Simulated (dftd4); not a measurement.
C₄H₃O (SMILES [c]1ccoc1), doublet, geometry from GFN2-xTB; D4 for pbe0 run with dftd4.

The dftd4 input:
```
$ dftd4 mol.xyz --func pbe0 --charge 0 --json dftd4.json --noedisp

# file mol.xyz
8

O      0.00320980     0.03712410     1.10077705
C     -0.00470459     1.13278412     0.30613156
C      0.00607725    -1.03890390     0.29073263
C     -0.00668530     0.73246643    -0.98335742
C      0.00019942    -0.67268721    -1.02298200
H     -0.00805670     2.09460371     0.77436666
H      0.01233026    -2.00397519     0.75783522
H      0.00072736    -1.30957797    -1.88156691
```

It wrote (shortened):

```
                    ____  _____ _____     ____  _  _
      -------------|  _ \|  ___|_   _|---|  _ \| || |------------
     |             | | | | |_    | | ___ | | | | || |_           |
     |             | |_| |  _|   | ||___|| |_| |__   _|          |
     |             |____/|_|     |_|     |____/   |_|            |
     |             ===================================           |
     |            E. Caldeweyher, S. Ehlert & S. Grimme          |
     |          Mulliken Center for Theoretical Chemistry        |
     |                    University of Bonn                     |
      -----------------------------------------------------------

Rational (Becke-Johnson) damping: pbe0-D4-ATM
---------------------
  s6         1.0000
  s8         1.2007
  s9         1.0000
  a1         0.4009
  a2         5.0293
 alp        16.0000
--------------------

Dispersion energy:      -4.8097965848425E-03 Eh

[Info] JSON dump of results written to 'dftd4.json'
```
